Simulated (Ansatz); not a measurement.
`[OH][GeH]([OH])[CH2]F` and `[OH][GeH2][OH]` differ in one atom or group.

Ansatz, PBE0-D4/def2-TZVP geometries, multiplicity 1. Each molecule was computed in one conformer, which needn't be the lowest.

Scalar relativity is left out up to krypton.

```
                                        property  `[OH][GeH]([OH])[CH2]F`
               HOMO energy (PBE/def2-TZVPP) / eV                    -6.79
           LUMO energy (ωB97M-V/def2-TZVPP) / eV                     1.89
size of the dipole moment (B3LYP/def2-TZVPP) / D                     1.39
           HOMO energy (ωB97M-V/def2-TZVPP) / eV                   -10.64
              HOMO energy (PBE0/def2-TZVPP) / eV                    -8.34
             LUMO energy (B3LYP/def2-TZVPP) / eV                    -0.08
```

(1) Give the same properties after the change, and the shifts. (Best estimate.)

## Answers

(1) The calculation gave: 
```json
{"property": "HOMO energy (PBE/def2-TZVPP) / eV", "`[OH][GeH2][OH]`": "-7.05", "shift": "-0.26"}
{"property": "LUMO energy (ωB97M-V/def2-TZVPP) / eV", "`[OH][GeH2][OH]`": "1.88", "shift": "-0.01"}
{"property": "size of the dipole moment (B3LYP/def2-TZVPP) / D", "`[OH][GeH2][OH]`": "2.50", "shift": "1.11"}
{"property": "HOMO energy (ωB97M-V/def2-TZVPP) / eV", "`[OH][GeH2][OH]`": "-11.12", "shift": "-0.48"}
{"property": "HOMO energy (PBE0/def2-TZVPP) / eV", "`[OH][GeH2][OH]`": "-8.74", "shift": "-0.40"}
{"property": "LUMO energy (B3LYP/def2-TZVPP) / eV", "`[OH][GeH2][OH]`": "-0.07", "shift": "0.01"}
```

Dipoles are sizes alone; their direction can turn.

B3LYP here is the variant with VWN-RPA as its local correlation; programs differ in this.
